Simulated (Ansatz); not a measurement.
A nudged elastic band was laid between two geometries of ClH₃Sn (5 atoms, charge 0, multiplicity 1).

Computed with RKS PBE-D4/def2-SVP in Ansatz 0.2.0.

| Item | Value |
| --- | --- |
| movable images | 5 |
| climbing image | yes |
| spring | 5.0 eV/Å² |
| optimiser | quadratic models (default) |
| start path | straight line |
| force threshold | 0.05 eV/Å |
| iteration limit | 60 |
| end points | relaxed |

Image 0:

```xyz
5
Properties=species:S:1:pos:R:3
Sn -0.126 -0.076 0.110
Cl 1.503 0.906 -1.316
H -0.808 -1.392 -0.768
H -1.282 1.156 0.450
H 0.713 -0.594 1.524
```

Image 6:

```xyz
5
Properties=species:S:1:pos:R:3
Sn -0.750 -0.235 1.028
Cl 0.697 -0.148 -1.532
H 0.091 -1.159 -2.084
H -0.912 1.546 0.817
H 0.874 -0.004 1.771
```

Which bonds break or form, and what moves?

Bonds broken: Sn1–H3. Bonds formed: Cl2–H3.

What energy profile does the band end with?

The run converged. The highest image is number 3 of 0 to 6, 38.4 kcal/mol above the first end and 9.7 kcal/mol above the last; the last end lies 28.8 kcal/mol above the first. Another band between the same ends (5 images) ends at a top of the same energy, where a vibrational analysis finds 1 clearly imaginary mode. The orbitals stay closed-shell, which can raise the energy where a bond breaks towards radicals; this wasn't checked here.

```json
{"image": "0", "path coordinate (Å)": "0.00", "energy (kcal/mol)": "0.0", "Sn1–H3 (Å)": "1.72", "Cl2–H3 (Å)": "3.30"}
{"image": "1", "path coordinate (Å)": "0.50", "energy (kcal/mol)": "5.8", "Sn1–H3 (Å)": "1.70", "Cl2–H3 (Å)": "2.81"}
{"image": "2", "path coordinate (Å)": "0.99", "energy (kcal/mol)": "25.0", "Sn1–H3 (Å)": "1.70", "Cl2–H3 (Å)": "2.25"}
{"image": "3", "path coordinate (Å)": "1.49", "energy (kcal/mol)": "38.4", "Sn1–H3 (Å)": "1.82", "Cl2–H3 (Å)": "1.73"}
{"image": "4", "path coordinate (Å)": "1.95", "energy (kcal/mol)": "32.1", "Sn1–H3 (Å)": "2.26", "Cl2–H3 (Å)": "1.35"}
{"image": "5", "path coordinate (Å)": "2.42", "energy (kcal/mol)": "30.0", "Sn1–H3 (Å)": "2.81", "Cl2–H3 (Å)": "1.30"}
{"image": "6", "path coordinate (Å)": "2.89", "energy (kcal/mol)": "28.8", "Sn1–H3 (Å)": "3.35", "Cl2–H3 (Å)": "1.30"}
```

What is the geometry of the highest image?


```xyz
5
Properties=species:S:1:pos:R:3
Sn -0.469 -0.237 0.486
Cl 1.042 0.139 -1.712
H -0.192 -0.939 -1.173
H -1.153 1.361 0.682
H 0.772 -0.325 1.717
```

The run took 41 s on 1 CPU thread of a shared host.
